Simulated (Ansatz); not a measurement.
Start from `C[O][Ge]([OH])([O]C)[O]C` and change one atom or group to get `C[O][Ge]([O]C)([O]C)[O]C`.

Ansatz, PBE0-D4/def2-TZVP geometries, multiplicity 1. Each molecule was computed in one conformer, which needn't be the lowest.

Scalar relativity is left out up to krypton.

| property | `C[O][Ge]([OH])([O]C)[O]C` |
| --- | --- |
| size of the dipole moment (B3LYP/def2-TZVPP) / D | 0.24 |
| HOMO energy (ωB97M-V/def2-TZVPP) / eV | -10.57 |
| size of the dipole moment (PBE/def2-TZVPP) / D | 0.23 |
| HOMO–LUMO gap (ωB97M-V/def2-TZVPP) / eV | 12.33 |
| HOMO–LUMO gap (B3LYP/def2-TZVPP) / eV | 7.57 |
| HOMO–LUMO gap (PBE0/def2-TZVPP) / eV | 8.17 |

(1) What does the change do to each property? (Estimate.)

Answers

(1) Ansatz gave: 
```tsv
property	`C[O][Ge]([O]C)([O]C)[O]C`	shift
size of the dipole moment (B3LYP/def2-TZVPP) / D	0.00	-0.24
HOMO energy (ωB97M-V/def2-TZVPP) / eV	-10.54	0.03
size of the dipole moment (PBE/def2-TZVPP) / D	0.00	-0.23
HOMO–LUMO gap (ωB97M-V/def2-TZVPP) / eV	12.64	0.31
HOMO–LUMO gap (B3LYP/def2-TZVPP) / eV	7.79	0.22
HOMO–LUMO gap (PBE0/def2-TZVPP) / eV	8.37	0.20
```

B3LYP here is the variant with VWN-RPA as its local correlation; programs differ in this.
